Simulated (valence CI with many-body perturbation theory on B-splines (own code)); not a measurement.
The numbers below are computed, except where a source is named.
# Pm XLIX: magnetic and hyperfine properties of the levels

Level of theory: relativistic CI+MBPT: three valence electrons over a frozen Dirac-Fock core [Ne], radial functions for each j: 11 s, 11 p, 10 d, 8 f, 5 g, 2 h, with the one-electron correlation potential Σ1 (screened to all orders), the two-electron term Σ2, the three-electron term Σ3, Breit, model QED; selected single and double excitations, second order for the rest, scaled by the run's own slope (own B-spline code, finite nucleus).

No measured spectrum was set against this ion. As an estimate, large intervals hold to a few tenths of a per cent, small ones and those within an open d or f shell to about a per cent.

A/g_I is the dipole constant over the nuclear g factor μ/I (μ in nuclear magnetons, uniformly magnetised nucleus), B/Q the quadrupole constant per barn. Both hold the static response of the core; the bare values leave it out. Large factors of s and p1/2 electrons are usually good to 5 to 10 %; those of open d and f shells near neutrality can be off by tens of per cent, and small factors of p3/2, d and f electrons come from cancelling terms and can be off by a factor of two or in sign, in half-filled shells by more. B is blank for J = 1/2, where it vanishes, and for nearly pure S terms. Energies count from the lowest level.

Levels are named by their leading jj configuration (3d3/2^4 stands for four electrons in 3d with j = 3/2), which in mixed levels can hold well under half, so a name can repeat and another be missing. Letters in brackets count levels of one name in rising energy.

| Level | E (eV) | g | A/g_I (MHz) | A/g_I bare | B/Q (MHz/b) | B/Q bare |
| --- | --- | --- | --- | --- | --- | --- |
| (3s^2 3p1/2) J=1/2 | 0.00 | 0.654 | 789000 | 772000 |  |  |
| (3s 3p1/2^2) J=1/2 | 122.99 | 2.212 | 2370000 | 2310000 |  |  |
| (3s^2 3p3/2) J=3/2 | 146.06 | 1.325 | 113000 | 113000 | 215000 | 212000 |
| (3s 3p1/2 3p3/2) J=3/2 [a] | 247.03 | 1.653 | 586000 | 576000 | 174000 | 172000 |
| (3s 3p1/2 3p3/2) J=5/2 | 260.61 | 1.357 | 696000 | 682000 | 145000 | 143000 |
| (3s 3p1/2 3p3/2) J=3/2 [b] | 278.27 | 0.950 | 45100 | 46500 | 135000 | 133000 |
| (3s 3p1/2 3p3/2) J=1/2 | 286.49 | 1.218 | -778000 | -755000 |  |  |
| (3s^2 3d3/2) J=3/2 | 327.87 | 0.833 | 32900 | 35000 | 38900 | 39900 |
| (3s^2 3d5/2) J=5/2 | 353.29 | 1.227 | 74200 | 74900 | 23200 | 24900 |
| (3p1/2^2 3p3/2) J=3/2 | 401.44 | 1.212 | 79800 | 81800 | 172000 | 170000 |
| (3s 3p3/2^2) J=5/2 | 406.17 | 1.391 | 552000 | 542000 | 95700 | 94300 |
| (3s 3p1/2 3d3/2) J=3/2 [a] | 415.38 | 0.568 | -174000 | -168000 | 61900 | 62100 |
| (3s 3p1/2 3d3/2) J=5/2 | 425.26 | 1.039 | 642000 | 628000 | 2740 | 4410 |
| (3s 3p3/2^2) J=1/2 | 433.02 | 1.878 | 2450000 | 2390000 |  |  |
| (3s 3p3/2^2) J=3/2 | 438.43 | 1.198 | -346000 | -334000 | -52400 | -51600 |
| (3s 3p1/2 3d3/2) J=1/2 | 445.61 | 0.371 | -957000 | -931000 |  |  |
| (3s 3p1/2 3d3/2) J=3/2 [b] | 448.37 | 1.312 | 547000 | 537000 | 32900 | 32700 |
| (3s 3p1/2 3d5/2) J=5/2 [a] | 459.47 | 1.349 | 229000 | 226000 | 36800 | 38300 |
| (3s 3p1/2 3d5/2) J=7/2 | 468.42 | 1.249 | 467000 | 459000 | -2680 | -364 |
| (3s 3p1/2 3d5/2) J=5/2 [b] | 477.21 | 1.056 | 35700 | 37300 | 50200 | 51100 |
| (3s 3p1/2 3d5/2) J=3/2 | 481.21 | 1.139 | -424000 | -410000 | 5820 | 7080 |
| (3p1/2 3p3/2^2) J=5/2 | 543.68 | 1.146 | 287000 | 283000 | 44300 | 43800 |
| (3p1/2 3p3/2^2) J=3/2 | 547.82 | 1.368 | -14000 | -8730 | 32900 | 32400 |
| (3p1/2 3p3/2^2) J=1/2 | 558.49 | 0.674 | 818000 | 797000 |  |  |
| (3p1/2^2 3d3/2) J=3/2 | 566.65 | 0.765 | 62900 | 62800 | 33700 | 35000 |
| (3s 3p3/2 3d3/2) J=3/2 [a] | 573.00 | 1.325 | 349000 | 344000 | -10000 | -11000 |
| (3s 3p3/2 3d3/2) J=1/2 [a] | 574.11 | 2.281 | 1130000 | 1100000 |  |  |
| (3s 3p3/2 3d3/2) J=5/2 [a] | 574.22 | 1.259 | 309000 | 305000 | 61900 | 60400 |
| (3s 3p3/2 3d3/2) J=7/2 | 577.21 | 1.275 | 401000 | 395000 | 182000 | 181000 |
| (3s 3p3/2 3d5/2) J=9/2 | 590.01 | 1.325 | 323000 | 318000 | 265000 | 263000 |
| (3s 3p3/2 3d3/2) J=3/2 [b] | 596.47 | 0.999 | 8630 | 11200 | -117000 | -115000 |
| (3s 3p3/2 3d5/2) J=5/2 [a] | 608.25 | 1.317 | 419000 | 412000 | -78200 | -76600 |
| (3p1/2^2 3d5/2) J=5/2 | 609.53 | 1.194 | 19700 | 22800 | 28000 | 29800 |
| (3s 3p3/2 3d3/2) J=5/2 [b] | 611.70 | 0.963 | -31100 | -27600 | 117000 | 118000 |
| (3s 3p3/2 3d3/2) J=1/2 [b] | 614.27 | 0.609 | 279000 | 274000 |  |  |
| (3s 3p3/2 3d5/2) J=7/2 [a] | 617.67 | 1.199 | 167000 | 165000 | 193000 | 192000 |
| (3s 3p3/2 3d5/2) J=3/2 [a] | 618.31 | 1.166 | -127000 | -121000 | -110000 | -108000 |
| (3s 3p3/2 3d5/2) J=7/2 [b] | 631.34 | 1.196 | 47700 | 49500 | 143000 | 143000 |
| (3s 3p3/2 3d5/2) J=1/2 | 640.04 | 0.687 | -574000 | -559000 |  |  |
| (3s 3p3/2 3d5/2) J=3/2 [b] | 647.38 | 1.303 | 565000 | 553000 | 67100 | 67200 |

Q: Take the isotope of mass number 147, with I = 7/2, μ = 2.58 μN and Q = 0.74 b. What is the hyperfine structure of (3s 3p1/2 3p3/2) J=1/2?

A: From the table A = -573000 MHz. Shifts from the centre of gravity in MHz: F = 3: 1290000, F = 4: -1000000.
